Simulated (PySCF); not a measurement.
Spin states of InO

Unrestricted PBE0; PySCF, spin-free X2C with a Gaussian nucleus, basis sets In x2c-TZVPPall, O x2c-TZVPPall. Outer shells of the fragments: In 4d10 5s2 5p1; O 2s2 2p4.

Followed along the bond (rough minima from three points):

```json
{"2Ms+1": "2", "unpaired": "π ↑", "⟨S²⟩ at the start": "0.75", "R at minimum (Å)": "2.09", "Te (eV)": "0.00"}
{"2Ms+1": "2", "unpaired": "σ ↑", "⟨S²⟩ at the start": "0.77", "R at minimum (Å)": "1.93", "Te (eV)": "0.02"}
{"2Ms+1": "4", "unpaired": "σ ↑, π ↑↑", "⟨S²⟩ at the start": "3.76", "R at minimum (Å)": "2.14", "Te (eV)": "2.98"}
```

Solutions found at the starting distance of 1.990 Å, counted from the lowest of them; the search is not exhaustive and high or unbound solutions are not listed, so other states can lie among these:

| 2Ms+1 | unpaired | term | E (eV) | ⟨S²⟩ | ⟨Lz²⟩ | μ (D) |
| --- | --- | --- | --- | --- | --- | --- |
| 2 | σ ↑ | ²Σ⁺ | 0.00 | 0.77 | 0.00 | -4.30 |
| 2 | π ↑ | ²Π | 0.02 | 0.75 | 1.01 | -2.25 |
| 4 | σ ↑, π ↑↑ | mixed | 3.01 | 3.76 | 2.01 | -1.58 |
| 4 | σ ↑, π ↑↑ | mixed | 3.17 | 3.76 | 2.01 | -1.48 |
| 2 | σ ↑, π ↑↓ | mixed | 3.64 | 1.77 | 2.01 | -1.01 |
| 4 | σ ↑↑, π ↑ | ⁴Π | 5.08 | 3.76 | 1.01 | -0.59 |

A term symbol is given only where ⟨S²⟩ and ⟨Lz²⟩ are close to those of a pure state; real π, δ and φ orbitals otherwise mix terms. A positive dipole means In(−)O(+).

Spin–orbit coupling is left out. Counting both spins, an empty level lies below a filled one in some of these solutions, because spin and occupation are held.
